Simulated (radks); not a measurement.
Species: Dy7+. Configuration: [Kr] 4d10 4f9 5s2 5p2 (the NIST ground configuration).

Calculated with a radial shooting solver on a logarithmic mesh with Libxc functionals: Dirac Kohn-Sham, LDA (Slater exchange, Perdew-Wang correlation), spin-unpolarised, spherical densities, finite nucleus; open shells fill j = l - 1/2 first; Fermi nuclear charge, rms radius 5.2218 fm.

Energy parts (eV):
part                      energy
total                 -330501.91
kinetic                362427.13
electron-nucleus      -809214.53
Hartree                123171.20
exchange-correlation    -6885.71

Orbitals (lengths in bohr, moments of r in powers of bohr; r(90%) holds 90 % of the orbital's charge):
| orbital | occ. | eigenvalue (eV) | r(90%) | <r^4> | <r^2> | small-component weight |
|---|---|---|---|---|---|---|
| 1s1/2 | 2 | -53644.19 | 0.0383 | 9.944e-07 | 0.0006103 | 6.06e-02 |
| 2s1/2 | 2 | -9014.268 | 0.139 | 0.0001556 | 0.009473 | 1.35e-02 |
| 2p1/2 | 2 | -8582.540 | 0.123 | 0.00009565 | 0.006850 | 1.35e-02 |
| 2p3/2 | 4 | -7783.157 | 0.132 | 0.0001280 | 0.008076 | 1.25e-02 |
| 3s1/2 | 2 | -2083.830 | 0.344 | 0.005982 | 0.06289 | 4.30e-03 |
| 3p1/2 | 2 | -1894.787 | 0.337 | 0.005394 | 0.05834 | 4.25e-03 |
| 3p3/2 | 4 | -1728.816 | 0.355 | 0.006704 | 0.06530 | 3.95e-03 |
| 3d3/2 | 4 | -1402.276 | 0.327 | 0.004774 | 0.05173 | 3.84e-03 |
| 3d5/2 | 6 | -1365.986 | 0.333 | 0.005106 | 0.05367 | 3.75e-03 |
| 4s1/2 | 2 | -491.8445 | 0.762 | 0.1465 | 0.3172 | 1.38e-03 |
| 4p1/2 | 2 | -417.2079 | 0.786 | 0.1651 | 0.3321 | 1.30e-03 |
| 4p3/2 | 4 | -379.8683 | 0.831 | 0.2053 | 0.3705 | 1.19e-03 |
| 4d3/2 | 4 | -256.5116 | 0.904 | 0.2847 | 0.4193 | 1.02e-03 |
| 4d5/2 | 6 | -249.7198 | 0.919 | 0.3050 | 0.4341 | 9.94e-04 |
| 5s1/2 | 2 | -141.0753 | 1.72 | 3.811 | 1.641 | 3.36e-04 |
| 5p1/2 | 2 | -118.3244 | 1.87 | 5.257 | 1.915 | 2.90e-04 |
| 5p3/2 | 0 | -111.8267 | 1.96 | 6.339 | 2.108 | 2.68e-04 |
| 4f5/2 | 6 | -101.5767 | 1.24 | 1.048 | 0.6970 | 6.40e-04 |
| 4f7/2 | 3 | -100.5684 | 1.26 | 1.091 | 0.7114 | 6.29e-04 |

The highest occupied level is 4f7/2 at -100.57 eV. The configuration is held as typed, so some empty levels lie below it. For comparison, the ionisation energy in NIST's Atomic Spectra Database is 127 eV (theoretical). In exact Kohn-Sham theory the highest level is minus the ionisation energy, but local and semilocal functionals leave it too shallow, through self-interaction and a potential that decays too fast; potentials with the right tail come closer. The electron density at the nucleus is 7.374e+05 e/bohr^3. The density falls to 0.001 e/bohr^3 at r = 2.64 bohr. Summed over all electrons, <r^2> = 21.59 bohr^2, which gives a Langevin (diamagnetic) susceptibility term of -17.1 x 10^-6 cm^3/mol.

Beside tabulated values, note that spin-unpolarised runs miss the spin-polarisation part of the exchange energy of open shells.
